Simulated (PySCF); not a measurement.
Molecule: C6H7, charge 0, multiplicity 2. It need not be the lowest isomer of its formula. SMILES: CC1[CH]C=CC=1
Geometry: optimised at B3LYP-D3(BJ)/def2-TZVP (Ansatz).

Dispersion corrections to the total energy (kcal/mol) from the dftd3 and dftd4 libraries through PySCF: D3(BJ) without and D4 with the three-body term, each with the damping fitted for the functional named.

| functional | D3(BJ) | D4 |
|---|---|---|
| CAM-B3LYP | -5.20 | -5.68 |
| BP86 | [?] | -8.88 |
| BLYP | -14.43 | -15.23 |
| B2PLYP | -5.35 | -4.74 |
| PBE | [?] | -6.79 |
| TPSS | [?] | -9.19 |
| B2GP-PLYP | -3.98 | -2.83 |

**Question.** Some entries are withheld; supply them.

**Answer.** 
- BP86, D3(BJ): -10.58
- PBE, D3(BJ): -6.88
- TPSS, D3(BJ): -8.59
